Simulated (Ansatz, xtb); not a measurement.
## Ligand exchange: SnH3(NH2) + GeH(SH) → SnH3(SH) + GeH(NH2)

Species: SnH3(NH2), singlet; GeH(SH), singlet; SnH3(SH), singlet; GeH(NH2), singlet. The partners trade NH2 for SH: Sn–NH2 and Ge–SH bonds give way to Sn–SH and Ge–NH2.

Shapes, held fixed at every level: PBE0-D4/def2-TZVP. Flexible molecules stand in one conformer, not always the lowest. Programs: Ansatz 0.2.0, xtb 6.7.1. The zero-point and thermal change to 298 K, harmonic and unscaled (PBE0-D4/def2-TZVP), is +1.3 kJ/mol.

Question: Estimate ΔH(298 K) of this reaction.

Answer: The highest level, CCSD(T)/def2-TZVPP, gives ΔH(298 K) = -38.8 kJ/mol; the levels span -50.2 to -23.5. The column of differences is taken from that level and isn't an error. No measured value is set beside it here. For atoms past krypton def2 sets carry core potentials with scalar relativity. Relativity is left out for Ge unless named. Correlated rows may include outer-core shells of Ge, Sn, which these sets cover unevenly.

| level | kind | ΔH(298 K) (kJ/mol) | less CCSD(T)/def2-TZVPP |
| --- | --- | --- | --- |
| GFN0-xTB | semi-empirical | -23.5 | +15.3 |
| HF/def2-TZVPP | Hartree–Fock | -42.9 | -4.1 |
| SPW92/def2-TZVPP | LDA | -40.5 | -1.7 |
| PBE-D4/def2-TZVPP | GGA | -35.3 | +3.5 |
| BHLYP-D4/def2-TZVPP | global hybrid | -40.8 | -2.0 |
| wB97M-V/def2-TZVPP | range-separated hybrid | -40.9 | -2.1 |
| B2PLYP/def2-TZVPP | double hybrid | -39.2 | -0.4 |
| MP2/def2-SVP | perturbation theory | -50.2 | -11.4 |
| CCSD(T)/def2-TZVPP | coupled cluster or CI | -38.8 | 0.0 |
